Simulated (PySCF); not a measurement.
Ta²⁺ (tantalum, charge +2) across methods

[Xe] 4f14 5d2 6s1, high-spin 4F determinant (an excited configuration). Computed with PySCF 2.14 in aug-cc-pVTZ-PP with ECP60MDF, with a scalar-relativistic core potential.

| method | E (hartree) | mean ε 5p β (eV) | mean ε 5d α (eV) | mean ε 6s α (eV) | Σ⟨r²⟩ (bohr²) | ⟨S²⟩ |
| --- | --- | --- | --- | --- | --- | --- |
| r2SCAN | -56.4689 | -57.192 | -21.879 | -20.231 | 31.84 | 3.752 |
| TPSS | -56.4439 | -56.555 | -21.575 | -19.954 | 31.88 | 3.751 |
| HSE06 | -56.4324 | -58.150 | -22.485 | -20.505 | 31.86 | 3.751 |
| LDA | -56.2758 | -56.219 | -21.326 | -20.405 | 31.96 | 3.750 |
| UHF | -55.98541 | -64.120 | -26.575 | -22.550 | 32.24 | 3.755 |
| TPSSh | -56.4347 | -57.425 | -22.136 | -20.254 | 31.87 | 3.751 |
| LC-wPBE | -56.4603 | -61.397 | -25.615 | -23.112 | 31.68 | 3.752 |
| PBE | -56.4574 | -56.317 | -21.466 | -20.125 | 31.86 | 3.751 |
| PBE0 | -56.4316 | -58.564 | -22.905 | -20.856 | 31.85 | 3.751 |

Energies and moments cover only the electrons outside the core potential. Spin-orbit coupling, absent here, splits the open shell strongly.
